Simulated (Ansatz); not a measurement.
A structure relaxed at PBE-D4/def2-SVP in Ansatz, charge 0, singlet:

Cartesian coordinates in Å:
```
Hf 1.597 1.416 -1.662
Ge -0.947 1.767 -1.419
Ge 0.496 0.869 2.666
Ge 2.194 0.150 0.781
Ge -1.895 -2.408 0.424
Ge 1.939 -1.309 -1.348
Ge -0.669 -0.927 -1.528
Ge 0.872 2.409 0.627
Ge 0.660 -2.131 0.809
Ge -2.918 0.342 -0.648
Ge -1.329 -0.177 1.299
```

(1) Give its formula.

(2) Summarise the bond lengths by kind (pairs closer than 1.2 times the sum of covalent radii, bridged metal pairs left out).

Results:

(1) HfGe₁₀.

(2) 17 × Ge–Ge 2.46 to 2.83 Å; 5 × Ge–Hf 2.58 to 3.26 Å. The metal has 5 neighbours: Ge 2.58 Å, Ge 2.82 Å, Ge 2.76 Å, Ge 3.26 Å, Ge 2.60 Å.

In the def2 sets Hf takes a core potential; there is no spin–orbit coupling. The restricted singlet is unstable towards broken spin symmetry in Hartree–Fock (as tested in another run); at PBE-D4/def2-SVP this wasn't settled. Another isomer (singlet) lies 0.32 eV lower at PBE0-D4/def2-TZVP; other spin states weren't run for this one.
